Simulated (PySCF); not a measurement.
# Germanium: a sound run and one with changed settings

Sound run: Ge [Ar] 3d10 4s2 4p2, Ge⁺ [Ar] 3d10 4s2 4p1. All numbers are calculated (PySCF 2.14, scalar relativity by spin-free X2C-1e, in jorge-DZP-DKH (8s6p2d1f, 43 functions)). The sound run starts from symmetry-adapted Hartree-Fock orbitals and uses a fine grid where one is needed.

Changed run: initial guess minao, at most 2 SCF cycles. This setting is unsound on purpose.

```json
{"species": "Ge", "method": "UHF", "sound run (hartree)": "-2096.93259", "changed run (hartree)": "-2096.93201", "converged": "no"}
{"species": "Ge", "method": "LDA", "sound run (hartree)": "-2095.31330", "changed run (hartree)": "-2095.30115", "converged": "no"}
{"species": "Ge", "method": "MN15", "sound run (hartree)": "-2100.12270", "changed run (hartree)": "-2100.11516", "converged": "no"}
{"species": "Ge⁺", "method": "UHF", "sound run (hartree)": "-2096.66301", "changed run (hartree)": "-2096.66103", "converged": "no"}
{"species": "Ge⁺", "method": "LDA", "sound run (hartree)": "-2095.02374", "changed run (hartree)": "-2095.00008", "converged": "no"}
{"species": "Ge⁺", "method": "MN15", "sound run (hartree)": "-2099.83527", "changed run (hartree)": "-2099.82111", "converged": "no"}
```

The SCF was stopped early; the energies are upper bounds that still move, and correlated levels were skipped or rest on poor orbitals.
